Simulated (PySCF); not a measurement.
# Exact mass, isotope pattern and composition

Species: `CC#Cc1c[c]ccc1` [radical].

Calculated from tabulated atomic weights, isotope masses and abundances; no fragmentation.

**Question.** What are the average molar mass and the monoisotopic mass?

**Answer.** For C9H7, with standard atomic weights, 9 × 12.011 + 7 × 1.008 = 115.155 g/mol. From the most abundant isotopes (12C, 1H), 9 × 12.000000 + 7 × 1.007825 = 115.0548 u.

**Question.** Work out the cluster of the singly charged cation M+, one line a nominal mass.

**Answer.** 
| nominal mass | m/z (centroid) | relative intensity |
| --- | --- | --- |
| 115 | 115.0542 | 100.0 |
| 116 | 116.0576 | 9.8 |
| 117 | 117.0610 | 0.4 |

Lines under 0.1 % of the tallest are left out. One electron mass, 0.00055 u, is taken off.

**Question.** Protons, neutrons, electrons, and exact less nominal mass of the monoisotopic species?

**Answer.** 61 protons, 54 neutrons and 61 electrons; 115.0548 − 115 = +0.0548 u.

**Question.** What share of all molecules is the monoisotopic species?

**Answer.** 0.9893^9 × 0.999885^7 = 90.70 %.

**Question.** How much CO2 and H2O would complete combustion of 2.00 mg give?

**Answer.** 17.37 μmol of compound give 6.88 mg CO2 and 1.10 mg H2O.

**Question.** What resolving power m/Δm just matches the spacing of the species with one 13C and with one 2H?

**Answer.** They lie 0.00292 u apart at mass 116.06, so m/Δm is about 40000.
